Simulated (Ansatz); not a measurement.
`CCC[TeH]` and `CCCO` differ in one element.

Ansatz, PBE0-D4/def2-TZVP geometries, multiplicity 1. Each molecule was computed in one conformer, which needn't be the lowest.

Elements past krypton have def2 core potentials.

| property | `CCC[TeH]` |
| --- | --- |
| HOMO–LUMO gap (ωB97M-V/def2-TZVPP) / eV | 9.37 |
| HOMO–LUMO gap (B3LYP/def2-TZVPP) / eV | 5.01 |
| HOMO energy (PBE0/def2-TZVPP) / eV | -6.00 |
| LUMO energy (PBE0/def2-TZVPP) / eV | -0.54 |
| HOMO–LUMO gap (PBE0/def2-TZVPP) / eV | 5.46 |
| HOMO energy (ωB97M-V/def2-TZVPP) / eV | -8.13 |

Task: Give the same properties after the change, and the shifts. (Estimate.)

Result: Ansatz gave: 
| property | `CCCO` | shift |
| --- | --- | --- |
| HOMO–LUMO gap (ωB97M-V/def2-TZVPP) / eV | 12.73 | 3.36 |
| HOMO–LUMO gap (B3LYP/def2-TZVPP) / eV | 8.25 | 3.24 |
| HOMO energy (PBE0/def2-TZVPP) / eV | -7.77 | -1.77 |
| LUMO energy (PBE0/def2-TZVPP) / eV | 1.09 | 1.63 |
| HOMO–LUMO gap (PBE0/def2-TZVPP) / eV | 8.86 | 3.40 |
| HOMO energy (ωB97M-V/def2-TZVPP) / eV | -10.22 | -2.09 |

With PBE0 the HOMO falls by 1.77 eV and the LUMO rises by 1.63 eV, so the gap widens by about 3.40 eV. PBE moves the HOMO by -1.15 eV and ωB97M-V by -2.09 eV.

B3LYP here is the variant with VWN-RPA as its local correlation; programs differ in this.

Spin–orbit coupling is left out; it splits and shifts lone-pair levels of the heavy atoms by tenths of an eV.
